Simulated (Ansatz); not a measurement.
The cluster W3. Charge 0, multiplicity 1. Geometry PBE-D4/def2-TZVP.

| atom | x (Å) | y (Å) | z (Å) |
| --- | --- | --- | --- |
| W1 | 0.001 | -0.434 | -1.294 |
| W2 | -0.818 | 0.970 | 0.502 |
| W3 | 0.817 | -0.536 | 0.791 |

In the def2 sets W takes a core potential; there is no spin–orbit coupling. At PBE-D4/def2-TZVP, r2SCAN-D4/def2-TZVP the restricted singlet is unstable: a solution with broken spin symmetry lies lower. The restricted singlet is unstable towards broken spin symmetry at other levels; at PBE-D4/def2-TZVPD, revPBE-D4/def2-TZVP, PBE0-D4/def2-TZVPD this wasn't settled. The geometry of the singlet was relaxed on an unsound state (restricted singlet, unstable towards broken spin symmetry). At PBE0-D4/def2-TZVP a triplet of charge 0 lies 0.28 eV below the restricted singlet, each at its own geometry. The structure comes from a short search, and lower isomers may exist.

Problem. Estimate the orbital energies around the gap (eV) in Ansatz with PBE-D4/def2-TZVP, PBE-D4/def2-TZVPD, revPBE-D4/def2-TZVP, r2SCAN-D4/def2-TZVP, PBE0-D4/def2-TZVPD.

Solution. 
```json
{"orbital": "HOMO−13", "PBE-D4/def2-TZVP": "-40.63", "PBE-D4/def2-TZVPD": "-40.65", "revPBE-D4/def2-TZVP": "-40.59", "r2SCAN-D4/def2-TZVP": "-41.92", "PBE0-D4/def2-TZVPD": "-43.50"}
{"orbital": "HOMO−12", "PBE-D4/def2-TZVP": "-40.55", "PBE-D4/def2-TZVPD": "-40.56", "revPBE-D4/def2-TZVP": "-40.52", "r2SCAN-D4/def2-TZVP": "-41.85", "PBE0-D4/def2-TZVPD": "-43.39"}
{"orbital": "HOMO−11", "PBE-D4/def2-TZVP": "-40.32", "PBE-D4/def2-TZVPD": "-40.33", "revPBE-D4/def2-TZVP": "-40.28", "r2SCAN-D4/def2-TZVP": "-41.54", "PBE0-D4/def2-TZVPD": "-43.10"}
{"orbital": "HOMO−10", "PBE-D4/def2-TZVP": "-39.84", "PBE-D4/def2-TZVPD": "-39.85", "revPBE-D4/def2-TZVP": "-39.80", "r2SCAN-D4/def2-TZVP": "-41.09", "PBE0-D4/def2-TZVPD": "-42.60"}
{"orbital": "HOMO−9", "PBE-D4/def2-TZVP": "-39.81", "PBE-D4/def2-TZVPD": "-39.82", "revPBE-D4/def2-TZVP": "-39.77", "r2SCAN-D4/def2-TZVP": "-41.06", "PBE0-D4/def2-TZVPD": "-42.57"}
{"orbital": "HOMO−8", "PBE-D4/def2-TZVP": "-7.79", "PBE-D4/def2-TZVPD": "-7.81", "revPBE-D4/def2-TZVP": "-7.70", "r2SCAN-D4/def2-TZVP": "-7.91", "PBE0-D4/def2-TZVPD": "-8.71"}
{"orbital": "HOMO−7", "PBE-D4/def2-TZVP": "-6.76", "PBE-D4/def2-TZVPD": "-6.78", "revPBE-D4/def2-TZVP": "-6.68", "r2SCAN-D4/def2-TZVP": "-6.91", "PBE0-D4/def2-TZVPD": "-7.70"}
{"orbital": "HOMO−6", "PBE-D4/def2-TZVP": "-6.57", "PBE-D4/def2-TZVPD": "-6.58", "revPBE-D4/def2-TZVP": "-6.48", "r2SCAN-D4/def2-TZVP": "-6.70", "PBE0-D4/def2-TZVPD": "-7.31"}
{"orbital": "HOMO−5", "PBE-D4/def2-TZVP": "-6.14", "PBE-D4/def2-TZVPD": "-6.15", "revPBE-D4/def2-TZVP": "-6.06", "r2SCAN-D4/def2-TZVP": "-6.32", "PBE0-D4/def2-TZVPD": "-7.13"}
{"orbital": "HOMO−4", "PBE-D4/def2-TZVP": "-5.83", "PBE-D4/def2-TZVPD": "-5.84", "revPBE-D4/def2-TZVP": "-5.75", "r2SCAN-D4/def2-TZVP": "-5.99", "PBE0-D4/def2-TZVPD": "-6.79"}
{"orbital": "HOMO−3", "PBE-D4/def2-TZVP": "-5.07", "PBE-D4/def2-TZVPD": "-5.08", "revPBE-D4/def2-TZVP": "-4.99", "r2SCAN-D4/def2-TZVP": "-5.18", "PBE0-D4/def2-TZVPD": "-5.95"}
{"orbital": "HOMO−2", "PBE-D4/def2-TZVP": "-4.96", "PBE-D4/def2-TZVPD": "-4.97", "revPBE-D4/def2-TZVP": "-4.87", "r2SCAN-D4/def2-TZVP": "-4.93", "PBE0-D4/def2-TZVPD": "-5.56"}
{"orbital": "HOMO−1", "PBE-D4/def2-TZVP": "-4.51", "PBE-D4/def2-TZVPD": "-4.52", "revPBE-D4/def2-TZVP": "-4.43", "r2SCAN-D4/def2-TZVP": "-4.64", "PBE0-D4/def2-TZVPD": "-5.35"}
{"orbital": "HOMO", "PBE-D4/def2-TZVP": "-3.73", "PBE-D4/def2-TZVPD": "-3.74", "revPBE-D4/def2-TZVP": "-3.64", "r2SCAN-D4/def2-TZVP": "-3.77", "PBE0-D4/def2-TZVPD": "-4.30"}
{"orbital": "LUMO", "PBE-D4/def2-TZVP": "-3.51", "PBE-D4/def2-TZVPD": "-3.52", "revPBE-D4/def2-TZVP": "-3.41", "r2SCAN-D4/def2-TZVP": "-3.39", "PBE0-D4/def2-TZVPD": "-2.85"}
{"orbital": "LUMO+1", "PBE-D4/def2-TZVP": "-2.77", "PBE-D4/def2-TZVPD": "-2.79", "revPBE-D4/def2-TZVP": "-2.67", "r2SCAN-D4/def2-TZVP": "-2.54", "PBE0-D4/def2-TZVPD": "-1.85"}
{"orbital": "LUMO+2", "PBE-D4/def2-TZVP": "-2.34", "PBE-D4/def2-TZVPD": "-2.37", "revPBE-D4/def2-TZVP": "-2.24", "r2SCAN-D4/def2-TZVP": "-2.15", "PBE0-D4/def2-TZVPD": "-1.57"}
{"orbital": "LUMO+3", "PBE-D4/def2-TZVP": "-2.30", "PBE-D4/def2-TZVPD": "-2.33", "revPBE-D4/def2-TZVP": "-2.21", "r2SCAN-D4/def2-TZVP": "-2.15", "PBE0-D4/def2-TZVPD": "-1.49"}
{"orbital": "LUMO+4", "PBE-D4/def2-TZVP": "-2.17", "PBE-D4/def2-TZVPD": "-2.20", "revPBE-D4/def2-TZVP": "-2.08", "r2SCAN-D4/def2-TZVP": "-2.02", "PBE0-D4/def2-TZVPD": "-1.44"}
{"orbital": "LUMO+5", "PBE-D4/def2-TZVP": "-2.10", "PBE-D4/def2-TZVPD": "-2.15", "revPBE-D4/def2-TZVP": "-2.00", "r2SCAN-D4/def2-TZVP": "-1.90", "PBE0-D4/def2-TZVPD": "-1.32"}
```
